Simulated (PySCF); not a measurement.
Numbering as in the mapped SMILES `[OH:1][B:2]([OH:3])[c:4]1[cH:5][n:6][cH:7][n:8]1[SiH3:9]`; H(Xn) means a hydrogen on atom n.

Calculated, not measured (PySCF 2.14): PBE0-D3(BJ)/def2-SVP structure, KT3/pcSseg-1 with gauge-including orbitals. No solvent model, non-relativistic, one averaged value for each set of equivalent atoms, single conformer.

Chemical shifts δ = σref − σ; $^{13}$C (σ = 182.31 ppm), $^{1}$H (σ = 31.32 ppm), $^{29}$Si (σ = 365.51 ppm) vs TMS; H2O for $^{17}$O (σ = 329.03 ppm); $^{11}$B (σ = 100.51 ppm) against BF3·OEt2; $^{15}$N (σ = 262.01 ppm) vs NH3, all at this level.

```csv
atoms,nucleus,count,δ (ppm)
B2,$^{11}$B,1,21.3
O1/O3,$^{17}$O,2,105.9
N8,$^{15}$N,1,177.8
Si9,$^{29}$Si,1,?
H(Si9),$^{1}$H,3,4.97
H(C7),$^{1}$H,1,?
H(O1)/H(O3),$^{1}$H,2,?
C5,$^{13}$C,1,135.4
H(C5),$^{1}$H,1,7.43
N6,$^{15}$N,1,288.6
C7,$^{13}$C,1,?
C4,$^{13}$C,1,119.5
```

Task: Complete the table.

Result: 
- C7: 138.5 ppm, aromatic CH between two ring heteroatoms
- H(C7): 7.32 ppm, hydrogen on an aromatic CH between two ring heteroatoms; aromatic region
- H(O1)/H(O3): 3.82 ppm, hydrogen on an oxygen bonded to B; exchangeable; this is the value without hydrogen bonding to other molecules
- Si9: -50.4 ppm, silicon bonded to N, 3 H

Exchangeable OH/NH protons stand at their gas-phase positions; hydrogen bonding in a real sample shifts them, mostly to higher δ. A carbon bonded to boron is broadened by the quadrupolar boron nucleus and is often missing from a measured spectrum. Shifts are as computed, not scaled to solution data. Of 1313 compounds with measured shifts, 239 miss one by over three times the rms of a fit or turn the order of signals round; such compounds aren't used in these exercises. Experimental scales use liquid or dissolved standards, which lie at an offset from isolated NH3 (liquid NH3: subtract about 20 ppm) and H2O (liquid H2O: subtract about 36 ppm). Unscaled 15N shifts of sp2 nitrogen come out 20 to 40 ppm too high even then.
